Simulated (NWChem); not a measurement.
Species: BiBrF₂; SMILES [F][Bi]([F])[Br]

```xyz
4

Bi     0.1805     0.5677     0.0000
F     -1.1357     0.9570     1.5197
F     -1.1357     0.9570    -1.5197
Br     0.0711    -2.0549     0.0000
```
Atoms are numbered in this order, from 1.

Level: PBE-D3(BJ)/def2-SVP with def2 effective core potentials on Bi (NWChem), optimised geometry, unscaled harmonic frequencies. This build's default masses of Se (78.918 u) and Br (79.917 u) are each other's, which moves their modes by up to 0.6 %. def2 effective core potentials on Bi; no spin-orbit coupling.

| frequency (cm⁻¹) | IR intensity (km/mol) |
|---|---|
| 108 | 0.5 |
| 123 | 7.2 |
| 164 | 7.6 |
| 223 | 29.3 |
| 565 | 56.4 |
| 571 | 49.1 |

| Quantity | Value |
|---|---|
| zero-point energy | 2.5 kcal/mol |
| thermal correction to the enthalpy at 298.15 K (with zero-point energy) | 6.7 kcal/mol |
| heat capacity Cv | 15.7 cal/(mol K) |
| entropy at 298.15 K and 1 atm (symmetry number 1) | 83.9 cal/(mol K) |

Rigid rotor and harmonic oscillator.
